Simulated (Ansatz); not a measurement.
Program: Ansatz. Geometries: PBE0-D4/def2-TZVP. ΔE: electronic, gas phase. CCSD(T)/CBS adds triple-zeta CCSD(T) − MP2 to the extrapolated MP2 energy (def2 sets, frozen cores). Each species was taken in one conformer, which may not be the lowest.

Reaction (substitution at a C–B bond): `C=CB(Cl)CO` + `[SiH3]S` → `OCS[SiH3]` + `C=CBCl`

| species | SCS-MP2/def2-TZVPP energy (Eh) |
| --- | --- |
| `C=CB(Cl)CO` | -677.26926 |
| `[SiH3]S` | -689.16185 |
| `OCS[SiH3]` | -803.48917 |
| `C=CBCl` | -562.92782 |

**Question.** Work out ΔE.

**Answer.** ΔE = (-803.48917) + (-562.92782) − (-677.26926) − (-689.16185) = 0.01412 Eh = +37.1 kJ/mol. CCSD(T)/CBS gives +37.8 kJ/mol.

Largest T1 diagnostic among the species: 0.012.

From PBE to PBE0 (25 % exact exchange), in def2-TZVPP and without D4, ΔE moves by +4.3 kJ/mol.
